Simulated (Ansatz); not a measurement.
Two isomers of C2H8FNSi: A = `CC[SiH](N)F`, B = `NCC[SiH2]F`.

Program: Ansatz. Geometries: PBE0-D4/def2-TZVP. ΔE: electronic, gas phase. CCSD(T)/CBS is the MP2 limit (def2-TZVPP, def2-QZVPP) plus CCSD(T) − MP2 in def2-TZVPP, frozen cores. Functionals use def2-TZVPP. One conformer a species, not always the lowest.

A:

```xyz
13

C    -0.717   -0.554    1.721
C     0.319   -0.510    0.600
Si   -0.228    0.451   -0.894
N     1.039    0.552   -2.024
F    -0.727    1.888   -0.363
H    -0.962    0.451    2.072
H    -0.356   -1.127    2.579
H    -1.648   -1.018    1.386
H     0.576   -1.523    0.269
H     1.254   -0.068    0.966
H    -1.402   -0.130   -1.591
H     1.983    0.760   -1.744
H     0.869    0.828   -2.977
```

B:

Z-matrix (Å, degrees):
```
C
C 1 1.521
N 1 1.455 2 110.5
H 1 1.095 2 109.4 3 -118.3
H 1 1.101 2 109.1 3 125.6
Si 2 1.858 1 114.8 3 174.7
H 2 1.097 1 110.2 3 -62.8
H 2 1.097 1 109.3 3 53.5
H 3 1.013 1 110.2 2 62.7
H 3 1.013 1 110.7 2 -179.3
F 6 1.606 2 109.8 1 62.2
H 6 1.486 2 111.3 1 -56.0
H 6 1.485 2 111.2 1 -179.1
```

Task: Which isomer does CCSD(T)/CBS put lower? Give the gap. (Best estimate.)

Result: The calculation gave: A, by 146.5 kJ/mol.

Task: Give E(B) − E(A) in kJ/mol with PBE0-D4, LDA (SPW92), HF/def2-TZVPP, BLYP-D4, CCSD(T)/def2-SVP, MP2/def2-TZVPP, ωB97M-V. (Estimate.)

Result: The calculation gave: PBE0-D4 143.0, LDA (SPW92) 141.6, HF/def2-TZVPP 145.0, BLYP-D4 143.4, CCSD(T)/def2-SVP 128.1, MP2/def2-TZVPP 149.3, ωB97M-V 147.7. None reverses the order clearly.

Task: Does the order hold for the free energy at 298.15 K (harmonic terms from PBE0-D4)? (An estimate is asked.)

Result: The calculation gave: Yes: G(B) − G(A) = +145.3 kJ/mol, for one conformer each.

Largest T1 diagnostic: 0.010.

At CCSD(T), def2-SVP lies −18.4 kJ/mol from the extrapolated value and def2-TZVPP −2.3 kJ/mol. Leaving LDA and LC-ωPBE aside and taking each functional with its dispersion term where it has one, the values, not all of them listed here, spread over 11.4 kJ/mol, from revPBE-D4 to r2SCAN0-D4.
